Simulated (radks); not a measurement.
Spherical jellium clusters: N electrons in a uniform positive sphere of charge N and radius rs N^(1/3), rs = 4.03 bohr. Method: non-relativistic Kohn-Sham, PBE, spin-polarised, spherical densities; computed with a radial shooting solver with Libxc functionals. Levels are named by radial order and angular momentum (1s, 1p, 1d, 2s, ...), and open shells are averaged over m.

N = 9, configuration 1s2 1p6 1d(up 1, down 0). This is the lowest configuration that the search found. Occupied levels:

level    occupation  eigenvalue (eV)  <r> (bohr)
1s up             1          -4.5835       5.646
1s down           1          -4.5291       5.416
1p up             3          -3.4780       6.733
1p down           3          -3.3279       6.605
1d up             1          -2.1064       7.726

Energy (eV): total -16.1389, kinetic 15.217, external -308.91, Hartree 151.71, exchange-correlation -31.927, background 157.76.

Electron density:

r (bohr)  n(r) (e/bohr^3)
0.620            0.002279
1.66             0.002781
2.69             0.003535
3.73             0.004204
4.76             0.004424
5.80             0.003967
6.83             0.002924
7.87             0.001722
8.90            0.0008082
9.94            0.0003261
11.0            0.0001223
12.0           0.00004501
13.1           0.00001614
